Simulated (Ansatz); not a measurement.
`BC=C=C=C` + `N=C(O)[SiH3]` → `B/N=C(/O)[SiH3]` + `C=C=C=C`  (ligand exchange at a B–C bond)

Computed with Ansatz on PBE0-D4/def2-TZVP structures; ΔE is electronic, products minus reactants. CCSD(T)/CBS adds triple-zeta CCSD(T) − MP2 to the extrapolated MP2 energy (def2 sets, frozen cores). DFT in def2-TZVPP. HSE06 is defined as in plane-wave codes. One conformer a species, not always the lowest.

CCSD(T)/CBS gives -71.7 kJ/mol.

Task: Another level gave -71.9 kJ/mol. Which?
A. HF/def2-TZVPP
B. HSE06/def2-TZVPP
C. PBE-D4/def2-TZVPP
D. CCSD(T)/def2-TZVPP

Result: D. CCSD(T)/def2-TZVPP -71.9, HSE06 -77.8, HF/def2-TZVPP -62.7, PBE-D4 -83.0 kJ/mol.

Largest T1 diagnostic among the species: 0.015.

From BLYP to BHLYP (50 % exact exchange), in def2-TZVPP and without D4, ΔE moves by +9.2 kJ/mol. In def2-TZVPP, CCSD(T) changes the Hartree–Fock value by −9.3 kJ/mol (the triples alone add −0.7 kJ/mol) and MP2 by −8.0 kJ/mol.
